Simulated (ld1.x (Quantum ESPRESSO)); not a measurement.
**Before and after: TM potential for argon (Ar)**

```
Element                 : argon (Ar)
Generator               : ld1.x (Quantum ESPRESSO) 7.5
Type                    : norm-conserving Troullier–Martins (Kleinman–Bylander form)
Functional              : PBE
Relativity              : non-relativistic
Frozen core             : [Ne]
Valence charge          : 8
Reference configuration : 3s2 3p5.5 (charge +0.5)
Partial waves           : 3s (bound): rc 1.10 bohr; 3d channel at 0.05 Ry: rc 1.45 bohr; 3p (bound): rc 1.40 bohr
Local potential         : the p channel
Core correction         : a·sin(br)/r model core inside 0.95 bohr
```

All-electron outer shells of the reference configuration (PBE, non-relativistic, ld1.x):

```csv
shell,level (eV),outermost node (bohr),outermost maximum (bohr)
3s,-30.05,0.52,1.17
3p,-16.01,0.49,1.28
```

Change: wave 3p (bound): rc 1.40 bohr becomes 3p (bound): rc 1.80 bohr.

Cutoffs: the cutoffs (Ry, on a coarse ladder) from which the occupation-weighted sum of valence levels, in a spherical-Bessel basis at the reference potential, stays within 10 and 1 mRy of its value at 400 Ry; they do not see the model core or the augmentation charge, which bear on the density cutoff. Errors are all-electron minus pseudo energies relative to the spin-unpolarised reference configuration.

Task: What does the change do?

Result: The potential gets softer (70 Ry and 110 Ry → 60 Ry and 100 Ry); of the 6 tests that both files solve, the error grows in 3 and shrinks in 0 by more than 15 % and 0.3 meV (median size 8.5 → 11.7 meV); neither file shows a bound ghost. A larger radius leaves more room for a smooth pseudo-wave, so fewer plane waves are needed. More of the atom is replaced by a form fitted at one configuration, so other configurations suffer.

| quantity | base | changed |
| --- | --- | --- |
| cutoff, loose | 70 Ry | 60 Ry |
| cutoff, tight | 110 Ry | 100 Ry |
| bound ghosts | none | none |
| error for 3s2 3p6, meV [ΔE -6.56 eV] | +0.7 | +1.1 |
| error for 3s2 3p5, meV [ΔE 9.52 eV] | +1.2 | +1.5 |
| error for 3s2 3p4, meV [ΔE 38.19 eV] | +16 | +18 |
| error for 3s1 3p6, meV [ΔE 23.88 eV] | +0.7 | +5.5 |
| error for 3s2 3p2, meV [ΔE 138.40 eV] | +160 | +140 |
| error for 3s2 3p3, meV [ΔE 80.78 eV] | +61 | +61 |
